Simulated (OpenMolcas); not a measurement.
**Mo3+: effect of the IPEA shift**

```json
{
 "Program": "OpenMolcas",
 "Basis": "ANO-RCC-VTZP [7s6p4d2f1g]",
 "Scalar Hamiltonian": "DKH2, point nucleus",
 "Active space": "3 electrons in 5 orbitals (4d)",
 "State averaging": "2S+1 = 4 even, 10 roots; 2S+1 = 2 even, 40 roots kept (CI in the orbitals of an earlier block)",
 "Spin-orbit coupling": "state interaction with AMFI integrals over the reference wave functions, term energies averaged over their components"
}
```

Methods on the same reference wave functions:
A. CASSCF
B. MS-CASPT2, IPEA 0 Eh, imaginary shift 0.1 Eh (closed shells correlated: 4s 4p)
C. MS-CASPT2, IPEA 0.25 Eh, imaginary shift 0.1 Eh (closed shells correlated: 4s 4p)

Energies in cm-1 above 4d3 4F 3/2, the measured ground level; measured values from Sugar and Musgrove, J. Phys. Chem. Ref. Data 17, 155 (1988).

```csv
Level,A,B,C,Measured
4d3 4F 3/2,0.0,0.0,0.0,0.0
4d3 4F 5/2,740,764,761,778
4d3 4F 7/2,1694,1724,1720,1760
4d3 4F 9/2,2803,2810,2810,2865
4d3 4P 1/2,13190,10360,10730,10338
4d3 4P 3/2,13289,10320,10710,10331
4d3 2G 7/2,14337,11450,11970,11580
4d3 4P 5/2,14360,11600,11960,11612
4d3 2G 9/2,15066,12230,12720,12311
4d3 2P 1/2,18693,14200,14690,14348
4d3 2H 9/2,19035,16320,16680,15995
4d3 2H 11/2,19436,16740,17080,16357
4d3 2D 5/2(1),21245,16740,17430,16809
4d3 2D 3/2(1) [56 %],21478,16980,17550,17107
4d3 2F 7/2,31185,25090,25670,24787
4d3 2F 5/2,31535,25420,26000,25100
4d3 2D 5/2(2),48586,40290,40570,38922
4d3 2D 3/2(2),48986,40650,40990,39231
```

Deviations, from unrounded energies. A percentage is the sum of absolute deviations over the sum of measured energies, with the sign that they share, or ± where signs differ.

```csv
Against measurement,Levels,A,B,C
mean absolute deviation (cm-1),17,3900,280,590
fine structure of the ground term (%),3,-3.0,-2.0,-2.1
other terms of the ground configuration (%),14,+24.8,±1.8,+3.7
```

B lies closest to measurement on these levels and A furthest from it. The largest miss of B in the table is 4d3 2D 3/2(2), by +1400 cm-1. The ranking rests on the paired levels alone, and a cruder setting can come out closer through cancelling errors.

Between B and C the level of the table that moves most is 4d3 2D 5/2(1), by 690 cm-1 (lowest in B, highest in C). Moves below CASPT2's spread within the term are not significant.

The mean deviations of B to C differ by less than CASPT2's widest spread within a term (1100 cm-1), so their order carries little weight.

From A to B the spin-free energies of the other terms of 4d3 shown, above 4F, scale by factors of 0.73 to 0.84, as is usual when dynamic correlation screens the repulsion within a d or f shell.

The lowest spin-free term lies below A's lowest term by 0.304 hartree in B, 0.295 hartree in C.

CASPT2 breaks the degeneracy within a term, and the mean is taken; among the terms shown or strongly mixed into the levels shown the widest spread is 1100 cm-1 (4d3 4F, B). Terms from blocks run as CI alone lack orbitals of their own. The CASPT2 spread within a term exceeds the gap to the next term for 4d3 2D(1) and 4d3 2H, so the order of their levels is uncertain (figures for B; the like holds for C). Without dynamic correlation excited terms often stand tens of per cent too high (terms of higher spin than the ground term too low), and those without a measured partner can miss by more than the paired ones (holds for A). Computed and measured levels are paired by configuration, term and J; levels that our copy of the source lacks, or whose pairing is in doubt (as where it misses far off the trend of its configuration), stay unpaired and out of the deviations. Only configurations of the active space appear. The table leaves out levels that lie high or whose names do not pair safely across all columns.

A share in square brackets marks a mixed level and gives the weight of the term that names it, the lowest over the columns. A number in round brackets counts repeated terms of one configuration in the order of the reference energies.
